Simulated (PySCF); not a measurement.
## NMR data sheet: C8H16Si

| Quantity | Value |
| --- | --- |
| Formula | C8H16Si |
| SMILES | CC#C[SiH2]CC(C)(C)C |
| Point group of the computed structure | C1 |
| Degrees of unsaturation | 2 |
| Carbon signals | 6 |
| Proton signals | 4 |

Molfile (atoms numbered from 1):
```
C8H16Si
     RDKit          3D

 25 24  0  0  0  0  0  0  0  0999 V2000
    5.0982    0.7068   -0.0611 C   0  0  0  0  0  0  0  0  0  0  0  0
    3.7681    0.1276   -0.0962 C   0  0  0  0  0  0  0  0  0  0  0  0
    2.6507   -0.3598   -0.1275 C   0  0  0  0  0  0  0  0  0  0  0  0
    0.9541   -1.0482   -0.1641 Si  0  0  0  0  0  4  0  0  0  0  0  0
   -0.2522    0.3562    0.2120 C   0  0  0  0  0  0  0  0  0  0  0  0
   -1.7664    0.0698    0.2414 C   0  0  0  0  0  0  0  0  0  0  0  0
   -2.2394   -0.4452   -1.1202 C   0  0  0  0  0  0  0  0  0  0  0  0
   -2.4995    1.3758    0.5624 C   0  0  0  0  0  0  0  0  0  0  0  0
   -2.0956   -0.9634    1.3218 C   0  0  0  0  0  0  0  0  0  0  0  0
    5.8214    0.0101    0.3915 H   0  0  0  0  0  0  0  0  0  0  0  0
    5.1095    1.6362    0.5296 H   0  0  0  0  0  0  0  0  0  0  0  0
    5.4512    0.9479   -1.0761 H   0  0  0  0  0  0  0  0  0  0  0  0
    0.7148   -1.6435   -1.5148 H   0  0  0  0  0  0  0  0  0  0  0  0
    0.8679   -2.1493    0.8435 H   0  0  0  0  0  0  0  0  0  0  0  0
   -0.0388    1.1436   -0.5335 H   0  0  0  0  0  0  0  0  0  0  0  0
    0.0646    0.7788    1.1826 H   0  0  0  0  0  0  0  0  0  0  0  0
   -3.3325   -0.5810   -1.1284 H   0  0  0  0  0  0  0  0  0  0  0  0
   -1.9821    0.2627   -1.9244 H   0  0  0  0  0  0  0  0  0  0  0  0
   -1.7827   -1.4154   -1.3712 H   0  0  0  0  0  0  0  0  0  0  0  0
   -2.1795    1.7800    1.5360 H   0  0  0  0  0  0  0  0  0  0  0  0
   -3.5896    1.2191    0.6035 H   0  0  0  0  0  0  0  0  0  0  0  0
   -2.2970    2.1423   -0.2028 H   0  0  0  0  0  0  0  0  0  0  0  0
   -1.6182   -1.9346    1.1178 H   0  0  0  0  0  0  0  0  0  0  0  0
   -1.7536   -0.6250    2.3132 H   0  0  0  0  0  0  0  0  0  0  0  0
   -3.1823   -1.1340    1.3807 H   0  0  0  0  0  0  0  0  0  0  0  0
  1  2  1  0
  2  3  3  0
  3  4  1  0
  4  5  1  0
  5  6  1  0
  6  7  1  0
  6  8  1  0
  6  9  1  0
  1 10  1  0
  1 11  1  0
  1 12  1  0
  4 13  1  0
  4 14  1  0
  5 15  1  0
  5 16  1  0
  7 17  1  0
  7 18  1  0
  7 19  1  0
  8 20  1  0
  8 21  1  0
  8 22  1  0
  9 23  1  0
  9 24  1  0
  9 25  1  0
M  END
```

Method: shielding tensors at KT2/pcSseg-1 (GIAO), geometry: PBE0-D3(BJ)/def2-SVP, in PySCF 2.14 (a single conformation, non-relativistic Hamiltonian, isolated molecule, one averaged value for each set of equivalent atoms).

Shifts are taken against calculated references (same method and geometry level): TMS for 1H (σref 31.18), 13C (σref 183.22), 29Si (σref 361.05).

| carbon | δC, type | δH (multiplicity) | HMBC from (2–3 bonds) | span of the C tensor (ppm) |
| --- | --- | --- | --- | --- |
| C1 | 6.9, CH3 | 2.03 (s) | – | 29 |
| C2 | 104.5, C | – | H13/H14, H10/H11/H12 | 271 |
| C3 | 72.2, C | – | H13/H14, H10/H11/H12, H15/H16 | 238 |
| C5 | 31.7, CH2 | 1.01 (t) | H13/H14, H17/H18/H19/H20/H21/H22/H23/H24/H25 | 57 |
| C6 | 33.5, C | – | H13/H14, H17/H18/H19/H20/H21/H22/H23/H24/H25, H15/H16 | 7 |
| C7/C8/C9 | 33.9, CH3 | 1.05 (s) | H17/H18/H19/H20/H21/H22/H23/H24/H25, H15/H16 | 51 |

Other nuclei:
| atoms | nucleus | environment | δ (ppm) | σ (ppm) |
| --- | --- | --- | --- | --- |
| H13/H14 | 1H | hydrogen on a silicon bonded to 2 C | 4.56 | 26.61 |
| Si4 | 29Si | silicon bonded to 2 C, 2 H | -75.5 | 436.6 |

Carbon types of the structure: 3 × C, 1 × CH2, 4 × CH3, leaving 2 H on heteroatoms. δC 104.5, 72.2: alkyne carbon; sp carbons lie upfield of alkene carbons because the cylindrical π system leaves one tensor component strongly shielded. δC 33.9: methyl carbon; a saturated carbon with 1 carbon neighbour and no heteroatom attached. δC 33.5: quaternary sp3 carbon; saturated and bonded to C and H only. δC 6.9: propargylic methyl carbon; saturated and bonded to C and H only. δH 1.05: hydrogen on a methyl carbon; far from electronegative atoms and π systems.

Shifts are as computed. Against solution values, carbons near 30 ppm lie about +2 ppm off and those near 130 ppm about -5 ppm. Of 1313 compounds with measured shifts, 239 miss one by over three times the rms of a fit or turn the order of signals round; such compounds aren't used in these exercises. No couplings were computed; multiplicities are counted from neighbouring protons, with m where these are inequivalent, close in shift, in a saturated or five-membered ring or joined by F or P, and br s for small geminal =CH2 splittings.
